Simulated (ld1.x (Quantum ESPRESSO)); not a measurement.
**Configuration tests for bromine (TM)**

ld1.x (Quantum ESPRESSO) 7.5 input, shortened:

```
&input
   title='Br', zed=35., rel=2, dft='PBE', iswitch=3,
   config='[Ar] 3d10 4s2 4p5', rel_dist='average'
 /
 &inputp
   pseudotype=2, tm=.true., lloc=2,
   nlcc=.true.
 /
3
4S  1  0   2.00   0.00  1.00  1.00  0.0
4P  2  1   5.00   0.00  1.55  1.55  0.0
3D  3  2  10.00   0.00  0.95  0.95  0.0
 &test
   configts(1)='3d10 4s2 4p5'
 /
```

Open shells are filled in proportion to 2j + 1 (rel_dist='average').

Energies are relative to the spin-unpolarised reference configuration 3d10 4s2 4p5; without spin polarisation the order of configurations can differ from experiment. The d channel is local and has no spin–orbit splitting in the pseudo-atom.

```csv
valence configuration,charge,ΔE all-electron (eV),error AE − PS (meV)
3d10 4s2 4p4,+1,12.560,+2.0
3d10 4s2 4p3,+2,35.326,+11
3d10 4s2 4p2,+3,69.316,+31
3d10 4s2 4p1,+4,115.350,+63
3d10 4s1 4p6,0,12.361,-14
3d10 4s2 4p4.5,+0.5,5.078,+0.4
```

(1) What are ΔE and the potential's error for 3d9 4s2 4p6?

Note: ghost states, extra bound levels that the all-electron valence spectrum of the same l lacks: s at -311.7 eV, p3/2 at -268.4 eV, p1/2 at -259.7 eV. A true bound ghost makes a file unfit for plane-wave use. The potential misses its own reference levels by up to 0.7 eV.

Results:

(1) ΔE = 64.290 eV all-electron; the error (AE − PS) is -733 meV.
